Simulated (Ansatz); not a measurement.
Total energies of CH5NbO4 (`C[O][Nb](=[O])([OH])[OH]`).

Z-matrix (Å, degrees):
```
C
Nb 1 3.102
O 1 1.401 2 22.1
H 1 1.094 2 118.6 3 70.8
H 1 1.094 2 120.0 3 -66.5
H 1 1.095 2 89.1 3 -178.0
O 2 1.905 1 116.6 3 64.1
O 2 1.699 1 92.3 3 177.9
O 2 1.910 1 117.1 3 -71.2
H 7 0.958 2 128.9 1 106.2
H 9 0.958 2 129.5 1 77.1
```

Total charge 0; spin multiplicity 1. Correlated methods include outer-core shells of Nb, which these sets cover unevenly. Nb takes the def2 core potential. The structure was optimised at the PBE0-D4/def2-TZVP level. It is one conformer, not always the lowest. Basis def2-TZVPP, Ansatz.

RPA on PBE orbitals: Hartree–Fock energy of these orbitals -396.85360 Eh, correlation -2.39573 Eh (frozen core).

```json
{"functional": "PBE", "energy without D4 (Eh)": "-399.04402", "D4 term (kJ/mol)": "-22.3"}
{"functional": "B2PLYP", "energy without D4 (Eh)": "-399.07458", "D4 term (kJ/mol)": "–"}
```

Q: Give the same for LDA (SPW92), revPBE, BLYP, r2SCAN, B97M-V, PBE0, B3LYP, r2SCANh, r2SCAN0, HSE06 (plane-wave form), BHLYP, CAM-B3LYP, LC-ωPBE, ωB97X-V, ωB97M-V, PBE-QIDH. (An estimate is asked.)

A: Computed: 
```json
{"functional": "LDA (SPW92)", "energy without D4 (Eh)": "-396.76190", "D4 term (kJ/mol)": "–"}
{"functional": "revPBE", "energy without D4 (Eh)": "-399.32625", "D4 term (kJ/mol)": "-62.4"}
{"functional": "BLYP", "energy without D4 (Eh)": "-399.30680", "D4 term (kJ/mol)": "-47.7"}
{"functional": "r2SCAN", "energy without D4 (Eh)": "-399.24825", "D4 term (kJ/mol)": "-5.7"}
{"functional": "B97M-V", "energy without D4 (Eh)": "-399.29456", "D4 term (kJ/mol)": "–"}
{"functional": "PBE0", "energy without D4 (Eh)": "-398.99000", "D4 term (kJ/mol)": "-19.0"}
{"functional": "B3LYP", "energy without D4 (Eh)": "-399.40168", "D4 term (kJ/mol)": "-35.7"}
{"functional": "r2SCANh", "energy without D4 (Eh)": "-399.20038", "D4 term (kJ/mol)": "-6.1"}
{"functional": "r2SCAN0", "energy without D4 (Eh)": "-399.13103", "D4 term (kJ/mol)": "-6.7"}
{"functional": "HSE06 (plane-wave form)", "energy without D4 (Eh)": "-398.97373", "D4 term (kJ/mol)": "-17.8"}
{"functional": "BHLYP", "energy without D4 (Eh)": "-399.07696", "D4 term (kJ/mol)": "-28.3"}
{"functional": "CAM-B3LYP", "energy without D4 (Eh)": "-399.21655", "D4 term (kJ/mol)": "-19.5"}
{"functional": "LC-ωPBE", "energy without D4 (Eh)": "-399.18132", "D4 term (kJ/mol)": "–"}
{"functional": "ωB97X-V", "energy without D4 (Eh)": "-399.21782", "D4 term (kJ/mol)": "–"}
{"functional": "ωB97M-V", "energy without D4 (Eh)": "-399.17194", "D4 term (kJ/mol)": "–"}
{"functional": "PBE-QIDH", "energy without D4 (Eh)": "-398.88742", "D4 term (kJ/mol)": "–"}
```

B3LYP takes the VWN-RPA correlation (the form of Gaussian; ORCA's B3LYP/G). HSE06 is the plane-wave form, built on full-range PBE exchange. The double hybrids freeze the cores in their second-order part.

LC-ωPBE has ω = 0.4 bohr⁻¹.
